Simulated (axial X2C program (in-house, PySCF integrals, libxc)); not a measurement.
Spin–orbit effects down a group: molecules with Si, B3LYP

Calculated with an axial X2C code built on PySCF integrals, spin-free (one-electron X2C) or two-component (2c: spin–orbit coupling with atomic mean-field Coulomb and Gaunt terms, which also bring small scalar terms), in Dyall basis sets with cores contracted in-house; open shells are unrestricted.

Basis sets: K dyall-cv3z, Na dyall-v3z, Rb dyall-cv3z, Si dyall-v3z.

```csv
molecule,spin-free state,Re (Å),ωe (cm⁻¹),De (eV),2c state,Re 2c (Å),ωe 2c (cm⁻¹),De 2c (eV)
NaSi,"M_S = 3/2, Λ = 0",2.717,245.3,1.20,Ω = 3/2,2.717,245.2,1.20
KSi,"M_S = 3/2, Λ = 0",3.060,195.1,1.36,Ω = 3/2,3.061,195.1,1.36
RbSi,"M_S = 3/2, Λ = 0",3.190,165.7,1.36,Ω = 3/2,3.191,165.7,1.36
```

Each entry is the lowest single determinant of a limited PBE0 search at one distance. De goes to single-determinant-based atoms at the same level (for ions the charge split of lowest energy) and is withheld (n/a) where an atom does not fit its ground term or J level. Main or longest-lived isotopes. One determinant is a doubtful description, or other states lie close, for NaSi, KSi, RbSi; these need not be ground states, and all values refer to the states named. With several unpaired electrons the Ω given is that of one determinant, not necessarily of the lowest component. Some light 2c atoms are not at their ground J level, so De misses part of their lowering (0.04 eV or less). The functionals have no current term, which raises determinants with orbital currents.
